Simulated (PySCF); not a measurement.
Species: C9H16O.
Structure used (GFN2-xTB), in Å, numbered top down from 1:
```xyz
26
C9H16O angstrom
C      4.1212   -0.1564   -0.0477
C      2.8240    0.5767   -0.3331
C      2.0299    1.0386    0.9093
C      0.8536    0.2512    0.4031
C     -0.3936    0.1348    0.8249
O     -1.3102   -0.6704    0.2102
C     -2.6688   -0.3789    0.4910
C     -3.4884   -1.5708    0.0109
C     -3.1027    0.9149   -0.2009
C      1.6296   -0.3051   -0.7581
H      4.8559    0.5226    0.3812
H      4.5323   -0.5749   -0.9643
H      3.9506   -0.9684    0.6561
H      3.0086    1.3931   -1.0339
H      1.8678    2.1130    0.9961
H      2.4386    0.6721    1.8514
H     -0.7361    0.6613    1.7130
H     -2.7945   -0.2614    1.5815
H     -3.1640   -2.4740    0.5204
H     -4.5432   -1.4074    0.2128
H     -3.3440   -1.7067   -1.0574
H     -2.9768    0.8170   -1.2765
H     -2.4957    1.7503    0.1426
H     -4.1457    1.1262    0.0183
H      1.8229   -1.3751   -0.6832
H      1.2076   -0.0997   -1.7412
```

Definitions: NICS(0) = −σiso at the ring centroid; NICS(1) = −σiso and NICS(1)zz = −σzz at ±1 Å along the ring normal z. Level: GIAO PBE0/pcSseg-1 (PySCF, non-relativistic, gas phase) on the GFN2-xTB geometry, one conformer.

Ring bond lengths (Å), with Mayer bond orders in brackets: C2–C3 1.545 (0.99), C3–C4 1.503 (1.03), C4–C10 1.503 (1.01), C10–C2 1.544 (0.99).

**Question.** Give the NICS values of each ring in ppm.

**Answer.** 
| ring | type | NICS(0) | NICS(1), two faces | NICS(1)zz, two faces | rms pucker (Å) | centre to ring atoms, mean (Å) |
| --- | --- | --- | --- | --- | --- | --- |
| C2–C3–C4–C10 | 4-membered carbocycle; formal bonds all single | 1.2 | -0.5 / -0.4 | 2.8 / 3.8 | 0.03 | 1.08 |

**Question.** What do they say, and how far can they be read as aromaticity?

**Answer.** 
- C2–C3–C4–C10: mean NICS(1)zz 3.3 ppm, deshielded. C2, C3, C10 have four or more neighbours; no verdict on aromaticity is drawn.

**Question.** List the ring angles and the Hirshfeld charges of the ring atoms.

**Answer.** 
- C2–C3–C4–C10: C2 89.7° (-0.017 e), C3 88.6° (-0.077 e), C4 92.9° (-0.033 e), C10 88.6° (-0.077 e); sum 359.7° against 360° for a flat convex ring.

**Question.** How shielded are the nuclei of the rings and their hydrogens (means over atoms taken as equivalent)?

**Answer.** 
| atoms | environment | σ isotropic (ppm) | principal values of the symmetric part, first atom (ppm) |
| --- | --- | --- | --- |
| C2 | four-membered-ring carbon | 160.4 | 150.6, 163.0, 167.4 |
| C3 | allylic carbon | 151.9 | 138.3, 146.8, 170.6 |
| C4 | fully substituted alkene carbon | 70.4 | -18.8, 76.7, 153.3 |
| C10 | allylic carbon | 151.8 | 137.2, 148.9, 169.4 |
| H14 | methine hydrogen | 29.38 | 25.2, 28.8, 34.1 |
| H15 | methylene hydrogen | 28.82 | 25.3, 27.5, 33.7 |
| H16 | methylene hydrogen | 29.43 | 25.9, 28.7, 33.7 |
| H25 | methylene hydrogen | 29.42 | 25.6, 29.5, 33.1 |
| H26 | methylene hydrogen | 28.77 | 25.0, 28.1, 33.2 |

Time: 99 s; peak memory 1.2 GiB. Hardware: one thread of an Arm Neoverse N1, shared host with 64 logical CPUs at a one-minute load of 57. This is the whole shielding run at PBE0/pcSseg-1, SCF included.
